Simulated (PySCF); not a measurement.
Ti: excitation energy

Ti [Ar] 3d2 4s2 (3F) → Ti [Ar] 3d2 4s1 4p1 (high-spin determinant), as a difference of total energies. Computed with PySCF 2.14 in x2c-TZVPPall with one added diffuse shell each of s, p, d, f type (7s6p5d3f1g, 80 functions), with the spin-free X2C one-electron Hamiltonian (Gaussian nucleus). Correlated levels: valence and next inner shell: [Ne] frozen. The calculations carry no spin-orbit coupling.

```json
{"method": "UHF", "excitation energy (eV)": "1.019"}
{"method": "MP2 (valence and next inner shell)", "excitation energy (eV)": "1.903"}
{"method": "SCS-MP2 (valence and next inner shell)", "excitation energy (eV)": "2.064"}
{"method": "CCSD (valence and next inner shell)", "excitation energy (eV)": "1.957"}
{"method": "CCSD(T) (valence and next inner shell)", "excitation energy (eV)": "2.045"}
```

**Question.** How much does correlation contribute at CCSD(T) (valence and next inner shell)?

**Answer.** 2.045 − (1.019) = 1.026 eV, measured against UHF.

The determinant of the upper state mixes LS terms, which raises its energy above the lowest term, most at the Hartree-Fock and MP2 levels.
